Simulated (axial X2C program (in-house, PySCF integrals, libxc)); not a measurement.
Spin–orbit effects down a group: molecules with Zr (ions), HF

Computed with an in-house all-electron X2C program for linear molecules (integrals from PySCF), spin-free (one-electron X2C) or two-component (2c: spin–orbit coupling with atomic mean-field Coulomb and Gaunt terms, which also bring small scalar terms), in Dyall basis sets with cores contracted in-house; open shells are unrestricted.

Basis sets: Br dyall-cv3z, Cl dyall-av3z, F dyall-av3z, Zr dyall-cv3z.

| molecule | spin-free state | Re (Å) | ωe (cm⁻¹) | De (eV) | 2c state | Re 2c (Å) | ωe 2c (cm⁻¹) | De 2c (eV) |
| --- | --- | --- | --- | --- | --- | --- | --- | --- |
| ZrF⁺ | M_S = 1, Λ = 2 | 1.832 | 739.8 | 3.89 | Ω = 1 | 1.832 | 738.6 | n/a |
| ZrCl⁺ | M_S = 1, Λ = 2 | 2.290 | 430.2 | 3.00 | Ω = 1 | 2.292 | 428.9 | n/a |
| ZrBr⁺ | M_S = 1, Λ = 2 | 2.443 | 305.8 | 2.57 | Ω = 1 | 2.445 | 304.6 | n/a |

Fragments in 2c: Zr+ + F, Zr+ + Cl, Zr+ + Br. Each entry is the lowest single determinant of a limited PBE0 search at one distance. De goes to single-determinant-based atoms at the same level (for ions the charge split of lowest energy) and is withheld (n/a) where an atom does not fit its ground term or J level. Main or longest-lived isotopes. One determinant is a doubtful description, or other states lie close, for ZrF⁺, ZrCl⁺, ZrBr⁺; these need not be ground states, and all values refer to the states named. With several unpaired electrons the Ω given is that of one determinant, not necessarily of the lowest component.
